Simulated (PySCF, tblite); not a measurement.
Isomers of C4H10FNSi, one GFN2-xTB conformer each. Single-point energies are computed at PBE0/pcSseg-1 (PySCF, gas phase, no added dispersion term), electronic only.

```csv
SMILES,GFN2-xTB relative energy (kcal/mol)
CN1C[C@H](F)C[SiH2]1,38.4
C[C@@H]1CC[Si@H](F)N1,0.0
C=N[SiH2][C@@H](C)CF,69.0
C=N[Si@@H](CC)CF,78.6
F[SiH2]NC1CCC1,5.6
C[C@@]1(F)CCN[SiH2]1,40.4
```

Conformers: `[CH3:1][N:2]1[CH2:3][C@H:4]([F:5])[CH2:6][SiH2:7]1` with C1–N2–C3–C4 169°, N2–C3–C4–F5 163°, C3–C4–C6–Si7 -36°, C4–C6–Si7–N2 18°; `[CH3:1][C@@H:2]1[CH2:3][CH2:4][Si@H:5]([F:6])[NH:7]1` with C1–C2–C3–C4 -161°, C2–C3–C4–Si5 33°, C3–C4–Si5–F6 100°, C4–Si5–N7–C2 -10°; `[CH2:1]=[N:2][SiH2:3][C@@H:4]([CH3:5])[CH2:6][F:7]` with C1–N2–Si3–C4 -122°, N2–Si3–C4–C5 75°, Si3–C4–C6–F7 -54°; `[CH2:1]=[N:2][Si@@H:3]([CH2:4][CH3:5])[CH2:6][F:7]` with C1–N2–Si3–C4 119°, N2–Si3–C4–C5 178°, N2–Si3–C6–F7 -177°; `[F:1][SiH2:2][NH:3][CH:4]1[CH2:5][CH2:6][CH2:7]1` with F1–Si2–N3–C4 47°, Si2–N3–C4–C5 -158°, N3–C4–C5–C6 -133°, C4–C5–C6–C7 12°, C5–C6–C7–C4 -12°, N3–C4–C7–C6 132°; `[CH3:1][C@@:2]1([F:3])[CH2:4][CH2:5][NH:6][SiH2:7]1` with C1–C2–C4–C5 163°, C2–C4–C5–N6 -42°, C4–C5–N6–Si7 32°, C5–N6–Si7–C2 -11°.

Problem. What does PBE0/pcSseg-1 give for the same structures?

Solution. 
```json
{"SMILES": "C[C@@H]1CC[Si@H](F)N1", "PBE0/pcSseg-1 E (Eh)": "-602.11424", "PBE0/pcSseg-1 (kcal/mol)": "0.0", "GFN2-xTB (kcal/mol)": "0.0", "point group": "C1"}
{"SMILES": "F[SiH2]NC1CCC1", "PBE0/pcSseg-1 E (Eh)": "-602.06292", "PBE0/pcSseg-1 (kcal/mol)": "32.2", "GFN2-xTB (kcal/mol)": "5.6", "point group": "C1"}
{"SMILES": "C[C@@]1(F)CCN[SiH2]1", "PBE0/pcSseg-1 E (Eh)": "-602.02784", "PBE0/pcSseg-1 (kcal/mol)": "54.2", "GFN2-xTB (kcal/mol)": "40.4", "point group": "C1"}
{"SMILES": "CN1C[C@H](F)C[SiH2]1", "PBE0/pcSseg-1 E (Eh)": "-602.02491", "PBE0/pcSseg-1 (kcal/mol)": "56.1", "GFN2-xTB (kcal/mol)": "38.4", "point group": "C1"}
{"SMILES": "C=N[Si@@H](CC)CF", "PBE0/pcSseg-1 E (Eh)": "-601.99645", "PBE0/pcSseg-1 (kcal/mol)": "73.9", "GFN2-xTB (kcal/mol)": "78.6", "point group": "C1"}
{"SMILES": "C=N[SiH2][C@@H](C)CF", "PBE0/pcSseg-1 E (Eh)": "-601.99306", "PBE0/pcSseg-1 (kcal/mol)": "76.0", "GFN2-xTB (kcal/mol)": "69.0", "point group": "C1"}
```

Both levels put the same isomer lowest; measured from each level's own lowest isomer, the values differ by up to 26.6 kcal/mol (F[SiH2]NC1CCC1: 5.6 against 32.2). As drawn, the lowest has an N–H bond and an Si–F bond, which the highest lacks; the highest has a C=N bond, which the lowest lacks. Neighbours under 2.5 kcal/mol apart (C[C@@]1(F)CCN[SiH2]1 and CN1C[C@H](F)C[SiH2]1; C=N[Si@@H](CC)CF and C=N[SiH2][C@@H](C)CF) can change places with a better method, another conformer or zero-point energy.

Problem. Which frontier levels, dipoles and rotational constants go with these structures?

Solution. 
| SMILES | HOMO (eV, PBE0/pcSseg-1) | LUMO (eV) | dipole (D) | A, B, C (MHz) |
| --- | --- | --- | --- | --- |
| C[C@@H]1CC[Si@H](F)N1 | -7.02 | 1.17 | 2.38 | 3894, 1554, 1302 |
| F[SiH2]NC1CCC1 | -6.90 | 0.69 | 2.33 | 5471, 1038, 1015 |
| C[C@@]1(F)CCN[SiH2]1 | -6.71 | 0.55 | 1.63 | 3024, 2025, 1647 |
| CN1C[C@H](F)C[SiH2]1 | -6.41 | 0.50 | 1.71 | 3478, 1709, 1213 |
| C=N[Si@@H](CC)CF | -7.09 | -0.94 | 2.56 | 2565, 1484, 1015 |
| C=N[SiH2][C@@H](C)CF | -6.97 | -0.81 | 1.68 | 4258, 1164, 1027 |

Problem. What happens when harmonic zero-point energies from GFN2-xTB frequencies are added?

Solution. 
```csv
SMILES,ZPE (kcal/mol),electronic (kcal/mol),with ZPE (kcal/mol)
C[C@@H]1CC[Si@H](F)N1,86.6,0.0,0.0
F[SiH2]NC1CCC1,85.0,32.2,30.6
C[C@@]1(F)CCN[SiH2]1,84.3,54.2,51.9
CN1C[C@H](F)C[SiH2]1,84.2,56.1,53.7
C=N[Si@@H](CC)CF,82.9,73.9,70.2
C=N[SiH2][C@@H](C)CF,82.1,76.0,71.5
```

The zero-point energies span 4.5 kcal/mol. The order is unchanged.
